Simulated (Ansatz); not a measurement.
`[OH][AlH][SiH2]O` + `CS[SiH2]BCl` → `O[SiH2][AlH][Cl]` + `CS[SiH2]BO`  (redistribution)

Computed with Ansatz on PBE0-D4/def2-TZVP structures; ΔE is electronic, products minus reactants. CCSD(T)/CBS adds triple-zeta CCSD(T) − MP2 to the extrapolated MP2 energy (def2 sets, frozen cores). DFT in def2-TZVPP. B3LYP here is the variant with VWN-RPA as its local correlation; programs differ in this. Each species was taken in one conformer, which may not be the lowest.

`[OH][AlH][SiH2]O`:

Cartesian coordinates in Å:
```
O -0.929 -2.123 0.669
Al -0.162 -1.339 -0.631
Si 0.323 1.075 -0.416
O 0.017 1.643 1.119
H -1.223 -1.655 1.449
H 0.176 -2.260 -1.875
H 1.730 1.394 -0.818
H -0.560 1.883 -1.303
H 0.630 1.382 1.807
```

`CS[SiH2]BCl`:

Z-matrix (Å, degrees):
```
C
S 1 1.816
H 1 1.090 2 111.0
H 1 1.090 2 106.7 3 118.4
H 1 1.089 2 111.2 3 -123.1
Si 2 2.127 1 99.5 3 59.4
B 6 2.020 2 115.3 1 65.4
H 6 1.489 2 105.9 1 -174.6
H 6 1.494 2 110.6 1 -57.4
Cl 7 1.738 6 121.9 2 1.4
H 7 1.195 6 122.2 2 -179.2
```

`O[SiH2][AlH][Cl]`:

Cartesian coordinates in Å:
```
O -0.359 0.229 1.839
Si 0.416 0.818 0.500
Al -0.118 -0.640 -1.403
Cl -1.252 -2.308 -0.758
H -0.774 -0.631 1.749
H -0.024 2.223 0.278
H 1.888 0.873 0.740
H 0.224 -0.565 -2.945
```

`CS[SiH2]BO`:

```xyz
12

C     1.961    0.085   -0.342
S     0.852    0.939   -1.498
Si   -0.942    0.930   -0.336
B    -1.453   -0.984    0.119
O    -1.413   -1.472    1.378
H     2.940    0.043   -0.818
H     1.627   -0.933   -0.143
H     2.052    0.636    0.595
H    -1.954    1.617   -1.183
H    -0.741    1.733    0.915
H    -1.764   -1.772   -0.730
H    -1.166   -0.823    2.044
```

```tsv
level	ΔE (kJ/mol)
ωB97M-V	-77.2
B3LYP	-76.5
```

**Question.** What does CCSD(T)/CBS give? (An estimate is asked.)

**Answer.** The calculation gave: -72.6 kJ/mol. The listed levels differ from it by -4.6, -3.9 kJ/mol.

Largest T1 diagnostic among the species: 0.013.

In def2-TZVPP, CCSD(T) changes the Hartree–Fock value by +9.8 kJ/mol (the triples alone add +1.0 kJ/mol) and MP2 by +12.0 kJ/mol.
